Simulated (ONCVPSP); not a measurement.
**Reading a pseudo-wave (Mg (Z = 12))**

Columns: radius, all-electron u(r) and pseudo u(r) of the 2s shell (level -80.10 eV) of magnesium in the configuration [He] 2s2 2p6 3s1.75 3p0.25; PBE, non-relativistic, ONCV scheme, ONCVPSP 4.0.1.

```tsv
r (bohr)	all-electron	pseudo
0.080	-0.5458	0.2351
0.160	-0.1367	0.4685
0.240	0.3990	0.6930
0.320	0.8187	0.8939
0.400	1.0811	1.0528
0.480	1.2081	1.1547
0.560	1.2361	1.1939
0.640	1.1984	1.1750
0.720	1.1217	1.1122
0.800	1.0242	1.0215
0.880	0.9184	0.9181
0.960	0.8125	0.8125
1.040	0.7112	0.7112
1.120	0.6175	0.6175
1.200	0.5325	0.5325
1.280	0.4568	0.4568
1.360	0.3901	0.3901
1.440	0.3319	0.3319
1.520	0.2814	0.2814
1.600	0.2379	0.2379
1.680	0.2007	0.2007
1.760	0.1689	0.1689
1.840	0.1420	0.1420
1.920	0.1192	0.1192
2.000	0.1000	0.1000
2.080	0.0837	0.0837
```

Task: How many radial nodes do the two functions have?

Result: The all-electron 2s function has n − l − 1 = 1; the pseudo-wave has 0, since the states of the same l below it are removed with the core.

Task: At about which radius was the pseudo-wave matched?

Result: 1.00 bohr. The columns agree to 0.0005 from 0.88 bohr on; several derivatives are matched, so the curves merge somewhat inside the radius.

Task: Is the pseudo-wave norm-conserving?

Result: Yes: the ONCV scheme keeps the norm inside the radius equal to the all-electron one, which fixes the energy derivative of the logarithmic derivative at the level.
